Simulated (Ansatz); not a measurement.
Gas-phase electronic energies from Ansatz, PBE0-D4/def2-TZVP geometries. CBS: MP2 limit from def2 TZ/QZ plus the TZ coupled-cluster correction, frozen cores. This one scheme is used for every species. DFT in def2-TZVPP. B3LYP here is the variant with VWN-RPA as its local correlation; programs differ in this. Elements past krypton have def2 core potentials. For Te outer-core shells are correlated without core-valence functions, which leaves a few kJ/mol of doubt a bond. Each species was taken in one conformer, which may not be the lowest.

Consider the silylene formation by 1,1-elimination: `N[SiH2]C(F)[TeH]` → `N[SiH]` + `FC[TeH]`.

CCSD(T)/CBS gives +37.7 kcal/mol.

(1) Another level gave +30.3 kcal/mol. Which?
A. B3LYP/def2-TZVPP
B. PBE/def2-TZVPP
C. PBE0/def2-TZVPP
D. ωB97X-V/def2-TZVPP

Largest T1 diagnostic among the species: 0.015.

## Answers

(1) A. B3LYP 30.3, ωB97X-V 38.7, PBE 33.0, PBE0 35.9 kcal/mol.

The D4 term adds +4.9 kcal/mol with B3LYP and +2.7 kcal/mol with PBE0; it sums over pairs of atoms, weighted by their polarisabilities, and B3LYP, whose exchange is more repulsive, gets the larger term. From PBE to PBE0 (25 % exact exchange), in def2-TZVPP and without D4, ΔE moves by +2.9 kcal/mol.
